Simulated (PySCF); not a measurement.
# Dipole moment and polarisability of `C/N=C/[C@@H](F)C#N`

C4H5FN2.
Structure used (GFN2-xTB), in Å, numbered top down from 1:
```xyz
12
C4H5FN2 angstrom
C     -2.0946    0.2189    0.5377
N     -0.6885    0.3278    0.7396
C      0.1124   -0.4134    0.1279
C      1.5956   -0.2477    0.3370
F      2.2249   -1.4714    0.2746
C      2.1105    0.6283   -0.7055
N      2.4903    1.3110   -1.5373
H     -2.3806   -0.5690   -0.1700
H     -2.5571    0.0333    1.5073
H     -2.4544    1.1842    0.1809
H     -0.1670   -1.1942   -0.5910
H      1.8098    0.1913    1.3211
```

Level: PBE0/def2-SVPD (PySCF), static field, nuclei fixed, core orbitals frozen in the response. The polarisability tensor in these axes (au):

```
x   73.63 -0.41 -9.47
y   -0.41 55.13 -2.35
z   -9.47 -2.35 55.28
```

Task: Diagonalise the tensor; give its mean and Δα, where Δα² is half the sum of the squared differences of the eigenvalues.

Result: Principal values 50.18, 56.21 and 77.66 au; mean 61.35 au = 9.09 Å³ = 10.12 × 10⁻⁴⁰ C²·m²/J; Δα = 25.02 au (41 % of the mean).

Task: What is the dipole moment, and where does it point?

Result: (-3.05, -1.36, 1.63) D, 3.71 D in size, pointing from the negative to the positive side. Measured along this direction, the outermost atoms are N7 at the negative end and H9 at the positive end.

Task: Along which axes do the principal values lie, and how far do the nuclei extend along each?

Result: Largest value along (0.92, 0.02, -0.39), where the nuclei span 5.87 Å; middle along (-0.19, 0.90, -0.38), 3.31 Å; least along (0.35, 0.42, 0.84), 3.02 Å. The response follows the extents in order.

Task: What would n − 1 = 2πNα be for an ideal gas of these molecules at 273.15 K and 1 atm, electronic part alone?

Result: N = p/kT = 2.6868 × 10¹⁹ cm⁻³, so n − 1 = 2π × N × 9.09 × 10⁻²⁴ cm³ = 1535 × 10⁻⁶ at long wavelengths.

Task: Sum over states: ᾱ = Σ f/ω², ω in Eh. What share falls to these 6 lowest TDDFT singlets (eV, f)? 4.82, 0.0032; 6.61, 0.0029; 7.06, 0.0011; 7.26, 0.2538; 7.50, 0.0068; 7.64, 0.0096.

Result: They add up to 3.95 au, 6.4 % of the 61.35 au; the largest single term is 3.57 au, from the state at 7.26 eV. Terms in order: 0.10, 0.05, 0.02, 3.57, 0.09, 0.12 au. Higher excitations give the rest. The strengths listed sum to 0.277.

The structure is a single GFN2-xTB conformer in the gas phase; no vibrational or solvent corrections.

These values come from a run that also computed excited states. On one thread, Arm Neoverse N1 (aarch64), shared host with 64 logical CPUs at a one-minute load of 55, this took 41 s wall (with the writing of density and orbital grids) and 0.74 GiB of memory at its peak.
